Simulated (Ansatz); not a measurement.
`[CH3][Ge]([CH3])([OH])[OH]`. Charge 0, multiplicity 1.

```csv
atom,x (Å),y (Å),z (Å)
C1,-0.9160,0.0010,1.5481
Ge2,-0.0905,-0.2104,-0.1908
C3,1.3484,1.0063,-0.6368
O4,-1.4555,-0.0716,-1.3327
O5,0.6400,-1.8273,-0.3867
H6,-1.7249,-0.7218,1.6633
H7,-0.1821,-0.1568,2.3394
H8,-1.3339,1.0041,1.6454
H9,1.7441,0.7640,-1.6240
H10,2.1563,0.9145,0.0904
H11,0.9883,2.0358,-0.6406
H12,-1.1864,-0.2017,-2.2447
H13,0.0121,-2.5360,-0.2301
```

(1) List the harmonic frequencies (cm⁻¹, unscaled) at PBE0-D4/def2-TZVP in Ansatz. (An estimate is asked.)

(2) Is this a minimum?

(3) Give the ideal-gas thermochemistry at 298.15 K and 1 bar (rigid rotor, harmonic oscillator; point group C2, symmetry number 2).

Results:

(1) Computed: 96, 104, 158, 184, 193, 212, 222, 235, 327, 596, 637, 699, 700, 739, 768, 818, 835, 910, 918, 1264, 1268, 1447, 1448, 1454, 1458, 3065, 3067, 3157, 3158, 3161, 3162, 3896, 3897.

(2) Yes, all 33 modes are real.

(3) Zero-point energy 264.7 kJ/mol; H(298) − E = 291.0 kJ/mol; entropy 375.8 J/(mol·K), of which translation 170.2, rotation 106.1, vibration 99.5; G(298) − E = 178.9 kJ/mol. Modes under 100 cm⁻¹ are hindered rotations or soft bends, so the harmonic entropy is rough.
